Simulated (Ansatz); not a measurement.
Mulliken charges of C$_{3}$H$_{3}$NSi (`C#C[SiH2]C#N`) from PBE/def2-TZVPP in Ansatz (PBE0-D4/def2-TZVP geometry).

```csv
atom,x (Å),y (Å),z (Å),charge (e)
C1,0.603,0.178,2.174,0.017
C2,0.441,-0.069,1.006,-0.318
Si3,0.212,-0.454,-0.748,0.344
C4,-1.144,0.617,-1.406,-0.241
N5,-1.987,1.276,-1.831,0.039
H6,0.745,0.399,3.208,0.215
H7,1.431,-0.146,-1.524,-0.027
H8,-0.209,-1.858,-0.934,-0.027
```

Task: By hand: the dipole of these point charges (1 e Å = 4.8032 D).

Result: Σ q r = (0.268, -0.090, 0.483) e Å, of length 0.560 e Å = 2.69 D.

Task: How does the dipole of the full density compare? (Best estimate.)

Result: Computed: (0.528, -0.359, 0.425) e Å, 3.68 D; the point charges give 0.73 times that, at 28° from its direction.

Point charges leave out the atoms' own dipoles, such as those of lone pairs, and Mulliken's split depends on the basis, so the two needn't agree.
